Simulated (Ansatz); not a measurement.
Geometry optimisation, Ansatz, RKS PBE0-D4/def2-SVP.

Input file:

```yaml
crystal:
  periodic: [false, false, false]
  atoms:
    - { symbol: In, position_ang: [-0.015505, -0.647443, -0.035485] }
    - { symbol: Cl, position_ang: [0.479353, -0.355218, 2.313042] }
    - { symbol: O, position_ang: [1.486961, -0.631682, -1.321031] }
    - { symbol: H, position_ang: [2.316652, -0.394708, -0.883785] }
    - { symbol: Cl, position_ang: [-2.187527, -1.20492, -0.626951] }
    - { symbol: O, position_ang: [-0.697967, 2.329436, 0.816502] }
    - { symbol: Al, position_ang: [-1.874705, 3.561774, 0.628014] }
    - { symbol: H, position_ang: [-2.451805, 3.729559, -0.832194] }
    - { symbol: H, position_ang: [-2.264239, 4.446532, 1.891689] }
    - { symbol: H, position_ang: [-0.322017, 1.99917, 1.6643] }
basis:
  gaussian: { orbitals: def2-SVP }
hamiltonian:
  xc: pbe0
  dispersion: d4
relax:
  f_tol: 0.03
  max_steps: 50
```

Command:

```bash
$ ansatz run input.yaml --threads 4 --pin off --max-ram 5120MiB --backend cpu --events-out ev --progress --plain --runs-dir out
```

Q: Where does it end, and by what steps?

A: The run converged. The force dipped under the threshold on the way, but the program's further checks kept it going. After 25 steps the energy has fallen by 1.371 eV; Cl5 moved furthest, 1.67 Å. Joined: In1–O6 (3.17 → 2.14 Å), Cl5–Al7 (4.94 → 2.35 Å).

```json
{"step": "0", "energy less start (eV)": "0.0000", "largest force component (eV/Å)": "0.917", "accepted": "yes"}
{"step": "1", "energy less start (eV)": "-0.2208", "largest force component (eV/Å)": "0.599", "accepted": "yes"}
{"step": "2", "energy less start (eV)": "-0.4024", "largest force component (eV/Å)": "0.638", "accepted": "yes"}
{"step": "3", "energy less start (eV)": "-0.4614", "largest force component (eV/Å)": "1.866", "accepted": "yes"}
{"step": "4", "energy less start (eV)": "-0.5858", "largest force component (eV/Å)": "0.718", "accepted": "yes"}
{"step": "5", "energy less start (eV)": "-0.6216", "largest force component (eV/Å)": "0.375", "accepted": "yes"}
{"step": "6", "energy less start (eV)": "-0.6556", "largest force component (eV/Å)": "0.424", "accepted": "yes"}
{"step": "7", "energy less start (eV)": "-0.6962", "largest force component (eV/Å)": "0.311", "accepted": "yes"}
{"step": "8", "energy less start (eV)": "-0.7515", "largest force component (eV/Å)": "0.256", "accepted": "yes"}
{"step": "9", "energy less start (eV)": "-0.8395", "largest force component (eV/Å)": "0.270", "accepted": "yes"}
{"step": "10", "energy less start (eV)": "-0.9962", "largest force component (eV/Å)": "0.325", "accepted": "yes"}
{"step": "11", "energy less start (eV)": "-1.1647", "largest force component (eV/Å)": "0.429", "accepted": "yes"}
{"step": "12", "energy less start (eV)": "-1.2411", "largest force component (eV/Å)": "0.826", "accepted": "yes"}
{"step": "13", "energy less start (eV)": "-1.3281", "largest force component (eV/Å)": "0.283", "accepted": "yes"}
{"step": "14", "energy less start (eV)": "-1.3484", "largest force component (eV/Å)": "0.311", "accepted": "yes"}
{"step": "15", "energy less start (eV)": "-1.3506", "largest force component (eV/Å)": "0.697", "accepted": "yes"}
{"step": "16", "energy less start (eV)": "-1.3585", "largest force component (eV/Å)": "0.363", "accepted": "yes"}
{"step": "17", "energy less start (eV)": "-1.3539", "largest force component (eV/Å)": "0.515", "accepted": "no"}
{"step": "18", "energy less start (eV)": "-1.3640", "largest force component (eV/Å)": "0.175", "accepted": "yes"}
{"step": "19", "energy less start (eV)": "-1.3686", "largest force component (eV/Å)": "0.028", "accepted": "yes"}
{"step": "20", "energy less start (eV)": "-1.3506", "largest force component (eV/Å)": "0.972", "accepted": "no"}
{"step": "21", "energy less start (eV)": "-1.3688", "largest force component (eV/Å)": "0.234", "accepted": "yes"}
{"step": "22", "energy less start (eV)": "-1.3702", "largest force component (eV/Å)": "0.066", "accepted": "yes"}
{"step": "23", "energy less start (eV)": "-1.3705", "largest force component (eV/Å)": "0.032", "accepted": "yes"}
{"step": "24", "energy less start (eV)": "-1.3706", "largest force component (eV/Å)": "0.033", "accepted": "yes"}
{"step": "25", "energy less start (eV)": "-1.3710", "largest force component (eV/Å)": "0.022", "accepted": "yes"}
```

```xyz
10
Properties=species:S:1:pos:R:3
In 0.134 0.173 0.414
Cl 0.380 -0.927 2.461
O 1.294 -0.054 -1.174
H 1.847 -0.842 -1.103
Cl -2.279 0.420 -0.265
O -0.243 2.246 0.816
Al -1.975 2.673 0.318
H -2.027 3.487 -1.036
H -2.839 2.995 1.607
H 0.179 2.662 1.577
```

Whether the end is a true minimum wasn't checked by a vibrational analysis.

The run took 61 s on 4 threads of Arm Neoverse V2, with other jobs on the host, peak memory 0.38 GiB.
